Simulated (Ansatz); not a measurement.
Consider the ligand exchange at the Nb–Cl bond: `[NH2][Nb](=[O])([F])[Cl]` + NH₃ → `[NH2][Nb]([NH2])(=[O])[F]` + HCl.

Isolated molecules relaxed with PBE0-D4/def2-TZVP in Ansatz; ΔE leaves out vibrations. CCSD(T)/CBS is the MP2 limit (def2-TZVPP, def2-QZVPP) plus CCSD(T) − MP2 in def2-TZVPP, frozen cores. This one scheme is used for every species. DFT in def2-TZVPP. Elements past krypton have def2 core potentials. For Nb outer-core shells are correlated without core-valence functions, which leaves a few kJ/mol of doubt a bond. Each species was taken in one conformer, which may not be the lowest.

```tsv
species	r2SCAN0-D4 energy (Eh)
`[NH2][Nb](=[O])([F])[Cl]`	-748.38555
NH₃	-56.54149
`[NH2][Nb]([NH2])(=[O])[F]`	-344.11244
HCl	-460.78281
```

**Question.** Work out ΔE.

**Answer.** ΔE = (-344.11244) + (-460.78281) − (-748.38555) − (-56.54149) = 0.03179 Eh = +19.9 kcal/mol. CCSD(T)/CBS gives +19.0 kcal/mol.

**Question.** What do rigid-rotor, harmonic-oscillator terms from PBE0-D4/def2-TZVP frequencies (298.15 K, 1 bar) make of the CCSD(T)/CBS value? (Best estimate.)

**Answer.** Computed: ΔZPE = -2.5 kcal/mol, ΔH = +16.6 kcal/mol, ΔS = -4 J/(mol·K), ΔG = +16.9 kcal/mol.

Largest T1 diagnostic among the species: 0.022, so the coupled-cluster value is less sure than usual.

Leaving LDA and LC-ωPBE aside and taking each functional with its dispersion term where it has one, the values, not all of them listed here, spread over 2.9 kcal/mol, from CAM-B3LYP-D4 to B97M-V. LDA lies −1.7 kcal/mol from PBE without D4. At CCSD(T), def2-SVP lies −1.6 kcal/mol from the extrapolated value and def2-TZVPP −0.5 kcal/mol.
